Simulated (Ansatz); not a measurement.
One change: `CS[SiH](N)Cl` becomes `CS[SiH](Cl)Cl`.

Ansatz, PBE0-D4/def2-TZVP geometries, multiplicity 1. Each molecule was computed in one conformer, which needn't be the lowest.

```json
{"property": "size of the dipole moment (ωB97M-V/def2-TZVPP) / D", "`CS[SiH](N)Cl`": "2.46"}
{"property": "zero-point energy (PBE0-D4/def2-TZVP) / kJ/mol", "`CS[SiH](N)Cl`": "200.5"}
{"property": "HOMO energy (B3LYP/def2-TZVPP) / eV", "`CS[SiH](N)Cl`": "-6.89"}
{"property": "HOMO energy (ωB97M-V/def2-TZVPP) / eV", "`CS[SiH](N)Cl`": "-9.33"}
{"property": "HOMO energy (PBE0/def2-TZVPP) / eV", "`CS[SiH](N)Cl`": "-7.14"}
{"property": "LUMO energy (PBE0/def2-TZVPP) / eV", "`CS[SiH](N)Cl`": "0.24"}
```

Problem. Give the same properties after the change, and the shifts. (Estimate.)

Solution. The calculation gave: 
| property | `CS[SiH](Cl)Cl` | shift |
| --- | --- | --- |
| size of the dipole moment (ωB97M-V/def2-TZVPP) / D | 1.27 | -1.19 |
| zero-point energy (PBE0-D4/def2-TZVP) / kJ/mol | 136.6 | -63.9 |
| HOMO energy (B3LYP/def2-TZVPP) / eV | -7.24 | -0.35 |
| HOMO energy (ωB97M-V/def2-TZVPP) / eV | -9.67 | -0.34 |
| HOMO energy (PBE0/def2-TZVPP) / eV | -7.50 | -0.36 |
| LUMO energy (PBE0/def2-TZVPP) / eV | -0.45 | -0.69 |

With PBE0 the HOMO falls by 0.36 eV and the LUMO falls by 0.69 eV, so the gap narrows by about 0.33 eV. PBE moves the HOMO by -0.34 eV and ωB97M-V by -0.34 eV. The zero-point energy changes by -63.9 kJ/mol with -6 modes. Dipoles are sizes alone; their direction can turn.

B3LYP here is the variant with VWN-RPA as its local correlation; programs differ in this.
